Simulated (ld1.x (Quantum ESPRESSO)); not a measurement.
## Configuration tests for Al (Z = 13) (TM semilocal)

Al (Z = 13), norm-conserving Troullier–Martins (semilocal form), made with ld1.x (Quantum ESPRESSO) 7.5 (LDA (PZ), scalar-relativistic). Core [Ne], reference 3s2 3p1. Waves: 3s (bound): rc 1.95 bohr; 3p (bound): rc 1.95 bohr. Local part: the p channel. Core correction: none.

Energies are relative to the spin-unpolarised reference configuration 3s2 3p1; without spin polarisation the order of configurations can differ from experiment. Spin-polarised rows fill each open shell by Hund’s rule, majority spin first.

```tsv
valence configuration	charge	ΔE all-electron (eV)	error AE − PS (meV)
3s2 3p0	+1	5.847	+3.2
3s1 3p0	+2	25.224	+87
3s2 3p0.5	+0.5	2.125	+0.4
3s1 3p1	+1	11.666	+21
3s0 3p3	0	10.505	+35
3s2 3p1 (spin-polarised)	0	-0.136	+6.5
3s1 3p0 (spin-polarised)	+2	24.797	+221
```

**Question.** What are ΔE and the potential's error for 3s1 3p2?

**Answer.** ΔE = 5.155 eV all-electron; the error (AE − PS) is +7.8 meV.

**Question.** What are ΔE and the potential's error for 3s2 3p1.3?

**Answer.** ΔE = -0.598 eV all-electron; the error (AE − PS) is +0.1 meV.

Levels in the configuration 3s1 3p2:

```tsv
level	all-electron (eV)	pseudo (eV)
3s	-8.669	-8.648
3p	-3.411	-3.407
```
